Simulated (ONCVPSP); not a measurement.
Potentials for rubidium (Rb) compared

Generated with ld1.x 7.5 (TM, RRKJ, ultrasoft, PAW), atompaw 4.2 or ONCVPSP 4.0.1. The cutoff is in Ry: for ld1.x and atompaw files where the sum of valence levels is converged to 10 mRy in a Bessel basis, for ONCV files where the hardest occupied wave has 1 mHa per electron of residual kinetic energy. The error is the largest all-electron minus pseudo excitation energy over each file’s own four to seven test configurations (ionisations up to +4, promotions, holes and added fractions of an electron), all of which were solved. The labels leave out finer settings (local radius, basis sizes, second energies), which also bear on the numbers. Spin-polarised tests are not counted. The rows are a selection from randomly drawn settings: files with unsolved tests, undetermined cutoffs or missed reference levels are left out.

A true bound ghost makes a file unfit for plane-wave use even where its test errors are small: the radial tests pick states by their node count and pass the ghost by.

| potential | cutoff (Ry) | largest error (meV) | bound ghosts |
| --- | --- | --- | --- |
| ONCV, LDA (Perdew-Wang 92), fully relativistic, rc 2.35/2.10/2.00 (spd), local smoothed, core correction no, reference 4s2 4p6 5s1, qcut 5.7/7.3/5.7, projectors 2/1/1 | 25 | +13 | none |
| ONCV, PBEsol, scalar-relativistic, rc 1.95/3.30/3.60 (spd), local smoothed, core correction yes, reference 4s2 4p6 5p1, qcut 6.2/5.3/2.9, projectors 2/2/2 | 26 | -1.6 | p |
| ONCV, PBEsol, scalar-relativistic, rc 2.20/2.75/2.20 (spd), local d, core correction yes, reference 4s2 4p6 5s0.75, qcut 4.1/4.2/5, projectors 2/2/0 | 13 | -18 | none |
| ONCV, PBE, scalar-relativistic, rc 4.00/1.65/3.90 (spd), local smoothed, core correction yes, reference 4p6 5s0.5, qcut 1.8/4.8/2.2, projectors 2/1/2 | 27 | +1.7 | none |
| ONCV, PBE, scalar-relativistic, rc 2.10/2.35/2.20 (spd), local smoothed, core correction no, reference 4s2 4p6, qcut 7.1/6.2/3.8, projectors 2/2/3 | 28 | -19 | d |
| ONCV, PBEsol, scalar-relativistic, rc 2.20/2.10/1.85 (spd), local d, core correction yes, reference 4s2 4p6 5s1, qcut 4.6/6.4/5.7, projectors 2/1/0 | 16 | -130 | none |
| ONCV, LDA (Perdew-Zunger), scalar-relativistic, rc 2.15/2.70/2.55/2.05 (spdf), local smoothed, core correction yes, reference 4s2 4p6, qcut 4.6/6.1/4/5.8, projectors 1/2/2/1 | 15 | +251 | none |

(1) Fill in the row for Rb: ONCV, PBEsol, scalar-relativistic, rc 2.00/1.65/1.75/1.50 (spdf), local smoothed, core correction no, reference 4s2 4p6, qcut 6.9/4.8/6/6.4, projectors 2/2/2/2.

## Answers

(1) cutoff 29 Ry, largest error -6.7 meV, bound ghosts: none.
